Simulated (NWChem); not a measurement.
System: C6H13O, doublet; SMILES C[C](C)CC(C)O

The following NWChem deck was run.

```
start job
memory heap 200 mb stack 900 mb global 1100 mb
geometry units angstroms noautosym nocenter noautoz
  C      0.946939     2.206154    -0.050297
  C     -0.100847     1.139169     0.052162
  C     -1.457457     1.406988    -0.526598
  C      0.081007    -0.000256     1.018701
  C      0.207945    -1.408973     0.394354
  C      1.320066    -1.510723    -0.649746
  O     -1.064742    -1.737111    -0.170137
  H      0.958783     2.669555    -1.046387
  H      0.773786     3.030953     0.667608
  H      1.952896     1.819950     0.155202
  H     -2.063348     2.055874     0.134622
  H     -2.017110     0.478737    -0.671262
  H     -1.389796     1.929640    -1.490386
  H      0.980302     0.162118     1.627980
  H     -0.768784    -0.051686     1.718502
  H      0.430415    -2.108968     1.218698
  H      1.129591    -0.819393    -1.477142
  H      2.296526    -1.270811    -0.212404
  H      1.382819    -2.529544    -1.055143
  H     -0.970960    -2.578476    -0.643130
end
basis spherical
  * library def2-svp
end
dft
  odft
  mult 2
  xc b3lyp
  iterations 150
end
property
  efieldgrad
end
task dft property
```

Parts of the log:

```
             Northwest Computational Chemistry Package (NWChem) 7.3.0
             --------------------------------------------------------

                             Geometry "geometry" -> ""
                             -------------------------

 Output coordinates in angstroms (scale by  1.889725989 to convert to a.u.)

  No.       Tag          Charge          X              Y              Z
 ---- ---------------- ---------- -------------- -------------- --------------
    1 C                    6.0000     0.94693900     2.20615400    -0.05029700
    2 C                    6.0000    -0.10084700     1.13916900     0.05216200
    3 C                    6.0000    -1.45745700     1.40698800    -0.52659800
    4 C                    6.0000     0.08100700    -0.00025600     1.01870100
    5 C                    6.0000     0.20794500    -1.40897300     0.39435400
    6 C                    6.0000     1.32006600    -1.51072300    -0.64974600
    7 O                    8.0000    -1.06474200    -1.73711100    -0.17013700
    8 H                    1.0000     0.95878300     2.66955500    -1.04638700
    9 H                    1.0000     0.77378600     3.03095300     0.66760800
   10 H                    1.0000     1.95289600     1.81995000     0.15520200
   11 H                    1.0000    -2.06334800     2.05587400     0.13462200
   12 H                    1.0000    -2.01711000     0.47873700    -0.67126200
   13 H                    1.0000    -1.38979600     1.92964000    -1.49038600
   14 H                    1.0000     0.98030200     0.16211800     1.62798000
   15 H                    1.0000    -0.76878400    -0.05168600     1.71850200
   16 H                    1.0000     0.43041500    -2.10896800     1.21869800
   17 H                    1.0000     1.12959100    -0.81939300    -1.47714200
   18 H                    1.0000     2.29652600    -1.27081100    -0.21240400
   19 H                    1.0000     1.38281900    -2.52954400    -1.05514300
   20 H                    1.0000    -0.97096000    -2.57847600    -0.64313000

 Effective nuclear repulsion energy (a.u.)     323.8452467852

                              NWChem Property Module
                              ----------------------

  itol2e modified to match energy
  convergence criterion.

                                 NWChem DFT Module
                                 -----------------

 Summary of "ao basis" -> "ao basis" (spherical)
 ------------------------------------------------------------------------------
       Tag                 Description            Shells   Functions and Types
 ---------------- ------------------------------  ------  ---------------------
 C                          def2-svp                 6       14   3s2p1d
 O                          def2-svp                 6       14   3s2p1d
 H                          def2-svp                 3        5   2s1p

  itol2e modified to match energy
  convergence criterion.

            General Information
            -------------------
          SCF calculation type: DFT
          Wavefunction type:  spin polarized.
          No. of atoms     :    20
          No. of electrons :    57
           Alpha electrons :    29
            Beta electrons :    28
          Charge           :     0
          Spin multiplicity:     2
          Use of symmetry is: off; symmetry adaption is: off
          Maximum number of iterations: 150
          AO basis - number of functions:   163
                     number of shells:    81
          Convergence on energy requested:  1.00D-07
          Convergence on density requested:  1.00D-05
          Convergence on gradient requested:  5.00D-04

[...]

          -----------------------
          Electric field gradient
          -----------------------

 1 a.u. = 0.324123 10**(16) esu/cm**3  ( or statvolts/cm**2 ) = 0.97174 10**(22) v/m**2

 ------------------------------------------------------------
   Atom      X         Y         Z
 ------------------------------------------------------------
    1 C    1.78946   4.16903  -0.09505
 ------------------------------------------------------------

 Electric field gradient in molecular frame (a.u.)
         XX             YY             ZZ             XY             XZ             YZ
 ------------------------------------------------------------------------------------------
        0.002891       0.000315      -0.003206       0.002150       0.009677      -0.018419

 Principal components (a.u.) and orientation
 of principal axis w.r.t. absolute frame                      Asymmetry parameter eta
 --------------------------------------------------------------------------------------
       -0.022891       0.018787       0.004104                       0.641441

       -0.323246      -0.330881       0.886583
        0.606511       0.646718       0.462494
        0.726399      -0.687222       0.008366

 ------------------------------------------------------------
   Atom      X         Y         Z
 ------------------------------------------------------------
    2 C   -0.19057   2.15272   0.09857
 ------------------------------------------------------------

 Electric field gradient in molecular frame (a.u.)
         XX             YY             ZZ             XY             XZ             YZ
 ------------------------------------------------------------------------------------------
        0.017334       0.000405      -0.017739       0.002198       0.017215      -0.016193

 Principal components (a.u.) and orientation
 of principal axis w.r.t. absolute frame                      Asymmetry parameter eta
 --------------------------------------------------------------------------------------
       -0.032461       0.025218       0.007244                       0.553702

       -0.311098       0.880450       0.357808
        0.436703      -0.201957       0.876644
        0.844102       0.428978      -0.321666

 ------------------------------------------------------------
   Atom      X         Y         Z
 ------------------------------------------------------------
    3 C   -2.75419   2.65882  -0.99513
 ------------------------------------------------------------

 Electric field gradient in molecular frame (a.u.)
         XX             YY             ZZ             XY             XZ             YZ
 ------------------------------------------------------------------------------------------
       -0.009094       0.032774      -0.023680       0.039385       0.007199      -0.009536

 Principal components (a.u.) and orientation
 of principal axis w.r.t. absolute frame                      Asymmetry parameter eta
 --------------------------------------------------------------------------------------
        0.056695      -0.040262      -0.016433                       0.420316

        0.508275       0.696295       0.506785
        0.859344      -0.448630      -0.245477
       -0.056435      -0.560272       0.826384

 ------------------------------------------------------------
   Atom      X         Y         Z
 ------------------------------------------------------------
    4 C    0.15308  -0.00048   1.92507
 ------------------------------------------------------------

 Electric field gradient in molecular frame (a.u.)
         XX             YY             ZZ             XY             XZ             YZ
 ------------------------------------------------------------------------------------------
        0.027749      -0.004258      -0.023491       0.019056      -0.002880      -0.021591

 Principal components (a.u.) and orientation
 of principal axis w.r.t. absolute frame                      Asymmetry parameter eta
 --------------------------------------------------------------------------------------
        0.039082      -0.038568      -0.000514                       0.973688

        0.854636      -0.131530      -0.502293
        0.477442       0.579288       0.660662
       -0.204076       0.804441      -0.557878

 ------------------------------------------------------------
   Atom      X         Y         Z
 ------------------------------------------------------------
    5 C    0.39296  -2.66257   0.74522
 ------------------------------------------------------------

 Electric field gradient in molecular frame (a.u.)
         XX             YY             ZZ             XY             XZ             YZ
 ------------------------------------------------------------------------------------------
       -0.218327       0.136902       0.081424      -0.098303      -0.170021      -0.047247

 Principal components (a.u.) and orientation
 of principal axis w.r.t. absolute frame                      Asymmetry parameter eta
 --------------------------------------------------------------------------------------
       -0.321062       0.163975       0.157087                       0.021453

        0.886087      -0.027510      -0.462701
        0.231622       0.890948       0.390592
        0.401498      -0.453270       0.795830

 ------------------------------------------------------------
   Atom      X         Y         Z
 ------------------------------------------------------------
    6 C    2.49456  -2.85485  -1.22784
 ------------------------------------------------------------

 Electric field gradient in molecular frame (a.u.)
         XX             YY             ZZ             XY             XZ             YZ
 ------------------------------------------------------------------------------------------
        0.005063      -0.005089       0.000026      -0.006781       0.004637      -0.021013

[...]
```

Level: B3LYP/def2-SVP, spin-unrestricted. Structure relaxed at the B3LYP/6-31G* (spherical d), spin-unrestricted level. No frequency run checked for a minimum. No stability test was run on the SCF state. B3LYP is NWChem's, with the RPA form of VWN correlation. NWChem prints the field gradient with the sign opposite to the second derivative of the potential.
